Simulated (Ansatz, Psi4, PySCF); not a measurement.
disulfane (H2S2), singlet, geometry from GFN2-xTB. Base run: PySCF with MP2/6-31G**.

Here is a job for PySCF.
```python
from pyscf import gto, scf, mp

mol = gto.M(
    atom='''
S    -0.898809    0.026048    0.489599
S     0.897080    0.078396   -0.487181
H    -1.521883   -0.854351   -0.305643
H     1.549552   -0.816755    0.266954
''',
    basis='6-31g**',
    charge=0,
    spin=0,
    verbose=4,
)

mf = scf.RHF(mol)
mf.kernel()

pt = mp.MP2(mf)
pt.kernel()
print('E(MP2) = %.10f' % pt.e_tot)
```

The same geometry, method and basis name were run in Ansatz (a first-principles code) and Psi4 and PySCF, at each program's defaults and at the settings that a row names. The base is PySCF at its defaults. Differences at the defaults can come from grids, fitting, cores and function types together.

```csv
code and settings,ΔE vs base (mEh),basis functions,E (Eh),SCF cycles
"PySCF, defaults (exact integrals, spherical functions, all electrons correlated)",0.000,46,-796.44092,9
"Psi4, defaults (density fitting with its default set, Cartesian functions, all electrons correlated)",-13.220,48,-796.45414,11
"Ansatz, defaults (factorised integrals, Cartesian functions, frozen core)",8.250,48,-796.43267,-
"PySCF, frozen core",13.699,46,-796.42723,9
"Psi4, exact integrals, spherical functions, frozen core",13.699,46,-796.42722,11
"Ansatz, high accuracy, frozen core, Cartesian functions as the basis file defines them",8.240,48,-796.43268,-
```
